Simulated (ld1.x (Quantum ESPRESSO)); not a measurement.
**Ranking TM semilocal potentials for Au**

All share these settings but for the change named:

Au, norm-conserving Troullier–Martins (semilocal form), made with ld1.x (Quantum ESPRESSO) 7.5 (PW91, scalar-relativistic). Core [Kr] 4d10 4f14 5s2, reference 5p6 5d10 6s1 6p0. Waves: 6s (bound): rc 2.45 bohr; 5p (bound): rc 1.50 bohr; 5d (bound): rc 2.40 bohr. Local part: the d channel. Core correction: none.

Test errors are all-electron minus pseudo excitation energies from the reference, over 5p6 5d10 6s0 6p0; 5p6 5d9 6s0 6p0; 5p6 5d8 6s0 6p0; 5p6 5d9 6s1 6p0; 5p6 5d9 6s1 6p1; 5p6 5d10 6s0 6p1; 5p6 5d9 6s2 6p0. None of these files shows a bound ghost.

The base gives 136.7 meV.

Of 5 variants that were run, those that failed, showed a ghost or another fault, or gave nearly equal values are left out.

A variant can come out equal or close to the base, since the largest error may sit in a test that the change hardly touches while other tests move.

Rank these variants by their largest absolute test error, smallest first.
A. wave 6s (bound): rc 2.45 bohr becomes 6s (bound): rc 1.70 bohr
B. wave 6s (bound): rc 2.45 bohr becomes 6s (bound): rc 3.36 bohr
C. wave 6s (bound): rc 2.45 bohr becomes 6s (bound): rc 3.56 bohr

A (143.7 meV), B (224.1 meV), C (322.2 meV).
